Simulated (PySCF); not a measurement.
PySCF input (CCSD(T)/cc-pVDZ):

```python
from pyscf import gto, scf, mp, cc as ccmod

mol = gto.M(
    atom='''
    Si   -0.00000000   -0.00000000   -1.11076541
    S     0.00000000    0.00000000    0.97191974
    ''',
    basis='cc-pvdz',
    charge=1,
    spin=1,
    symmetry='C2v',
    verbose=4,
)

mf = scf.UHF(mol)
mf.conv_tol = 1e-10
mf.max_cycle = 100
mf.kernel()
mp2 = mp.MP2(mf, frozen=10).run()
cc = ccmod.CCSD(mf, frozen=10)
cc.max_cycle = 100
cc.kernel()
et = cc.ccsd_t()
print(f'E(CCSD(T)) = {cc.e_tot + et:.9f}')
```

Output:

```
PySCF version 2.14.0

[INPUT] verbose = 4
[INPUT] num. atoms = 2
[INPUT] num. electrons = 29
[INPUT] charge = 1
[INPUT] spin (= nelec alpha-beta = 2S) = 1
[INPUT] symmetry C2v subgroup None
[INPUT] Mole.unit = angstrom
[INPUT] Symbol           X                Y                Z      unit          X                Y                Z       unit  Magmom
[INPUT]  1 Si     0.000000000000   0.000000000000  -1.110765410000 AA    0.000000000000   0.000000000000  -2.099042413540 Bohr   0.0
[INPUT]  2 S      0.000000000000   0.000000000000   0.971919740000 AA    0.000000000000   0.000000000000   1.836662123658 Bohr   0.0

nuclear repulsion = 56.9148415189305
point group symmetry = Coov, use subgroup C2v
symmetry origin: [0.00000000e+00 0.00000000e+00 6.29908712e-09]
symmetry axis x: [1. 0. 0.]
symmetry axis y: [0. 1. 0.]
symmetry axis z: [0. 0. 1.]
num. orbitals of irrep A1 = 18
num. orbitals of irrep A2 = 2
num. orbitals of irrep B1 = 8
num. orbitals of irrep B2 = 8
number of shells = 10
number of NR pGTOs = 82
number of NR cGTOs = 36
basis = cc-pvdz
ecp = {}

******** <class 'pyscf.scf.uhf_symm.SymAdaptedUHF'> ********
method = SymAdaptedUHF
initial guess = minao
damping factor = 0
level_shift factor = 0
DIIS = <class 'pyscf.scf.diis.CDIIS'>
diis_start_cycle = 1
diis_space = 8
diis_damp = 0
SCF conv_tol = 1e-10
SCF conv_tol_grad = None
SCF max_cycles = 100
direct_scf = True
direct_scf_tol = 1e-13
number electrons alpha = 15  beta = 14
Freeze 0 electrons in irreps []
    29 free electrons in irreps A1 A2 B1 B2
Set gradient conv threshold to 1e-05
init E= -686.279437249236
alpha HOMO (A1) = -0.275130376000412  LUMO (B1) = -0.0293056078286505
beta  HOMO (B1) = -0.33602980345138  LUMO (A1) = -0.275130376000412

WARN: HOMO -0.275130376000412 >= LUMO -0.275130376000412

WARN: alpha-A1 HOMO -0.275130376000412 > system LUMO -0.275130376000412

WARN: beta-A1 LUMO -0.275130376000412 < system HOMO -0.275130376000412

cycle= 1 E= -686.001571648663  delta_E= 0.278  |g|= 0.311  |ddm|= 0.93
alpha HOMO (B2) = -0.600906081260268  LUMO (B1) = -0.319315224515362
beta  HOMO (B2) = -0.586935447760257  LUMO (A1) = -0.399046288506442
  HOMO = -0.58693544776  LUMO = -0.399046288506  gap/eV = 5.11272
cycle= 2 E= -686.037495664989  delta_E= -0.0359  |g|= 0.301  |ddm|= 0.732
alpha HOMO (B2) = -0.643825719101811  LUMO (B2) = -0.265641628994045
beta  HOMO (B2) = -0.63347998314539  LUMO (A1) = -0.366131320685459
  HOMO = -0.633479983145  LUMO = -0.366131320685  gap/eV = 7.27493
cycle= 3 E= -686.109722768365  delta_E= -0.0722  |g|= 0.0421  |ddm|= 0.303
alpha HOMO (B2) = -0.627870692516207  LUMO (B1) = -0.242391371146062
beta  HOMO (B1) = -0.619781174533855  LUMO (A1) = -0.331419167833224
  HOMO = -0.619781174534  LUMO = -0.331419167833  gap/eV = 7.84673
cycle= 4 E= -686.112262941217  delta_E= -0.00254  |g|= 0.017  |ddm|= 0.0657
alpha HOMO (B2) = -0.632035700807944  LUMO (B2) = -0.240227989645111
beta  HOMO (B2) = -0.625030304922617  LUMO (A1) = -0.326119300613434
  HOMO = -0.625030304923  LUMO = -0.326119300613  gap/eV = 8.13378
cycle= 5 E= -686.112928531853  delta_E= -0.000666  |g|= 0.00707  |ddm|= 0.0374
alpha HOMO (B1) = -0.63195997248951  LUMO (B1) = -0.240244138062935
beta  HOMO (B1) = -0.624109693484546  LUMO (A1) = -0.324996159626172
  HOMO = -0.624109693485  LUMO = -0.324996159626  gap/eV = 8.13929
cycle= 6 E= -686.113134582251  delta_E= -0.000206  |g|= 0.00483  |ddm|= 0.0195
alpha HOMO (B2) = -0.63383426455196  LUMO (B2) = -0.239243500464216
beta  HOMO (B2) = -0.623807874326642  LUMO (A1) = -0.324389608476815
  HOMO = -0.623807874327  LUMO = -0.324389608477  gap/eV = 8.14759
cycle= 7 E= -686.113294852145  delta_E= -0.00016  |g|= 0.00404  |ddm|= 0.0181
alpha HOMO (B1) = -0.636724391263695  LUMO (B1) = -0.237623797946585
beta  HOMO (B1) = -0.622226156053761  LUMO (A1) = -0.323567410900091
  HOMO = -0.622226156054  LUMO = -0.3235674109  gap/eV = 8.12692
cycle= 8 E= -686.113515943581  delta_E= -0.000221  |g|= 0.00318  |ddm|= 0.0314
alpha HOMO (B2) = -0.639861726884119  LUMO (B2) = -0.236371805235193
beta  HOMO (B2) = -0.620704932743805  LUMO (A1) = -0.323537859624396
  HOMO = -0.620704932744  LUMO = -0.323537859624  gap/eV = 8.08633
cycle= 9 E= -686.113672269934  delta_E= -0.000156  |g|= 0.00252  |ddm|= 0.0289
alpha HOMO (B1) = -0.643923227665353  LUMO (B1) = -0.234374784190491
beta  HOMO (B1) = -0.618324525769722  LUMO (A1) = -0.322964449115021
  HOMO = -0.61832452577  LUMO = -0.322964449115  gap/eV = 8.03716
cycle= 10 E= -686.113815740082  delta_E= -0.000143  |g|= 0.00152  |ddm|= 0.0378
alpha HOMO (B1) = -0.647584093552983  LUMO (B2) = -0.232663089908518
beta  HOMO (B1) = -0.61628181668802  LUMO (A1) = -0.322917055452243
  HOMO = -0.616281816688  LUMO = -0.322917055452  gap/eV = 7.98286
cycle= 11 E= -686.113872832307  delta_E= -5.71e-05  |g|= 0.000389  |ddm|= 0.0338
alpha HOMO (B1) = -0.648306166502455  LUMO (B1) = -0.232335387541512
beta  HOMO (B1) = -0.615844969201728  LUMO (A1) = -0.322809140216157
  HOMO = -0.615844969202  LUMO = -0.322809140216  gap/eV = 7.97391
cycle= 12 E= -686.113874925682  delta_E= -2.09e-06  |g|= 0.000109  |ddm|= 0.00651
alpha HOMO (B1) = -0.648309074087141  LUMO (B1) = -0.232326571232665
beta  HOMO (B1) = -0.615829905282222  LUMO (A1) = -0.322815619567793
  HOMO = -0.615829905282  LUMO = -0.322815619568  gap/eV = 7.97332
cycle= 13 E= -686.113874962786  delta_E= -3.71e-08  |g|= 5.41e-05  |ddm|= 0.000395
alpha HOMO (B2) = -0.648364713391522  LUMO (B2) = -0.232299933552793
beta  HOMO (B2) = -0.615815758101875  LUMO (A1) = -0.322822776086984
  HOMO = -0.615815758102  LUMO = -0.322822776087  gap/eV = 7.97275
cycle= 14 E= -686.113874976091  delta_E= -1.33e-08  |g|= 2.08e-05  |ddm|= 0.000475
alpha HOMO (B1) = -0.648356887134267  LUMO (B2) = -0.232302072198771
beta  HOMO (B2) = -0.61581631411507  LUMO (A1) = -0.322820599847867
  HOMO = -0.615816314115  LUMO = -0.322820599848  gap/eV = 7.97282
cycle= 15 E= -686.113874976834  delta_E= -7.43e-10  |g|= 5.68e-06  |ddm|= 5.42e-05
alpha HOMO (B2) = -0.648349437894723  LUMO (B1) = -0.232305415912097
beta  HOMO (B2) = -0.615818059027473  LUMO (A1) = -0.322821262953347
  HOMO = -0.615818059027  LUMO = -0.322821262953  gap/eV = 7.97285
cycle= 16 E= -686.113874976983  delta_E= -1.48e-10  |g|= 3.33e-06  |ddm|= 5.79e-05
alpha HOMO (B2) = -0.648349822077362  LUMO (B2) = -0.23230545418924
beta  HOMO (B2) = -0.615818487930401  LUMO (A1) = -0.322821051163342
  HOMO = -0.61581848793  LUMO = -0.322821051163  gap/eV = 7.97287
cycle= 17 E= -686.113874976996  delta_E= -1.4e-11  |g|= 5.88e-07  |ddm|= 7.18e-06
alpha HOMO (B2) = -0.64834996885974  LUMO (B1) = -0.232305381331492
beta  HOMO (B2) = -0.615818486874956  LUMO (A1) = -0.322821048985079
  HOMO = -0.615818486875  LUMO = -0.322821048985  gap/eV = 7.97287
Extra cycle  E= -686.113874976997  delta_E= -9.09e-13  |g|= 4.09e-07  |ddm|= 9.75e-07
converged SCF energy = -686.113874976997  <S^2> = 0.8538648  2S+1 = 2.1012994

******** <class 'pyscf.mp.ump2.UMP2'> ********
nocc = (np.int64(5), np.int64(4)), nmo = (26, 26)
frozen orbitals 10
E(UMP2) = -686.296815709724  E_corr = -0.182940732726886
E(SCS-UMP2) = -686.293002944718  E_corr = -0.17912796772017
E_corr(same-spin) = -0.0466164364062608
E_corr(oppo-spin) = -0.136324296320625

******** <class 'pyscf.cc.uccsd.UCCSD'> ********
CC2 = 0
CCSD nocc = (np.int64(5), np.int64(4)), nmo = (26, 26)
frozen orbitals 10
max_cycle = 100
direct = 0
conv_tol = 1e-07
conv_tol_normt = 1e-06
diis_space = 6
diis_start_cycle = 0
diis_start_energy_diff = 1e+09
Init t2, MP2 energy = -0.182940750813855
Init E_corr(UCCSD) = -0.182940750814028
cycle = 1  E_corr(UCCSD) = -0.193776119139033  dE = -0.0108353683  norm(t1,t2) = 0.124818
cycle = 2  E_corr(UCCSD) = -0.204444294135204  dE = -0.010668175  norm(t1,t2) = 0.0484845
cycle = 3  E_corr(UCCSD) = -0.205124475344276  dE = -0.000680181209  norm(t1,t2) = 0.0397395
cycle = 4  E_corr(UCCSD) = -0.210015140582218  dE = -0.00489066524  norm(t1,t2) = 0.0249252
cycle = 5  E_corr(UCCSD) = -0.210103942903591  dE = -8.88023214e-05  norm(t1,t2) = 0.010555
cycle = 6  E_corr(UCCSD) = -0.21022477895152  dE = -0.000120836048  norm(t1,t2) = 0.00478805
cycle = 7  E_corr(UCCSD) = -0.210482338410775  dE = -0.000257559459  norm(t1,t2) = 0.00212718
cycle = 8  E_corr(UCCSD) = -0.210435389361785  dE = 4.6949049e-05  norm(t1,t2) = 0.000760637
cycle = 9  E_corr(UCCSD) = -0.210443294547156  dE = -7.90518537e-06  norm(t1,t2) = 0.000435995
cycle = 10  E_corr(UCCSD) = -0.210445547572395  dE = -2.25302524e-06  norm(t1,t2) = 0.000215693
cycle = 11  E_corr(UCCSD) = -0.210452986751079  dE = -7.43917868e-06  norm(t1,t2) = 0.00012688
cycle = 12  E_corr(UCCSD) = -0.210453748835492  dE = -7.62084413e-07  norm(t1,t2) = 7.33411e-05
cycle = 13  E_corr(UCCSD) = -0.210450563250564  dE = 3.18558493e-06  norm(t1,t2) = 2.55314e-05
cycle = 14  E_corr(UCCSD) = -0.21044990718116  dE = 6.56069404e-07  norm(t1,t2) = 9.46825e-06
cycle = 15  E_corr(UCCSD) = -0.210449738130854  dE = 1.69050306e-07  norm(t1,t2) = 4.9276e-06
cycle = 16  E_corr(UCCSD) = -0.210449910854746  dE = -1.72723892e-07  norm(t1,t2) = 2.14032e-06
cycle = 17  E_corr(UCCSD) = -0.210450016983614  dE = -1.06128868e-07  norm(t1,t2) = 1.0136e-06
cycle = 18  E_corr(UCCSD) = -0.210449997565412  dE = 1.94182025e-08  norm(t1,t2) = 4.72296e-07
UCCSD converged
E(UCCSD) = -686.3243249745628  E_corr = -0.2104499975654117
UCCSD(T) correction = -0.0135023335011279
E(CCSD(T)) = -686.337827308
```

The determinant is spin-contaminated: <S^2> is 0.85 against 0.75 for a pure state.
